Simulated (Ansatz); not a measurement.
Ansatz results at the PBE0-D4/def2-TZVP geometry: LUMO energy (B3LYP/def2-TZVPP) -0.29 eV; HOMO–LUMO gap (PBE/def2-TZVPP) 6.97 eV; HOMO energy (PBE/def2-TZVPP) -7.93 eV.

Each molecule was computed in one conformer, which needn't be the lowest.

Question: Which molecule gave them?
A. `O[Si](F)([SiH3])Cl`
B. `F[SiH](Cl)O[SiH3]`
C. `CO[SiH](C)C`
D. `Cl[Si](Cl)(Cl)I`

Answer: B. The others give `O[Si](F)([SiH3])Cl`: -0.33, 6.49, -7.50; `CO[SiH](C)C`: 0.88, 6.66, -6.28; `Cl[Si](Cl)(Cl)I`: -1.69, 4.74, -7.06.

B3LYP here is the variant with VWN-RPA as its local correlation; programs differ in this.
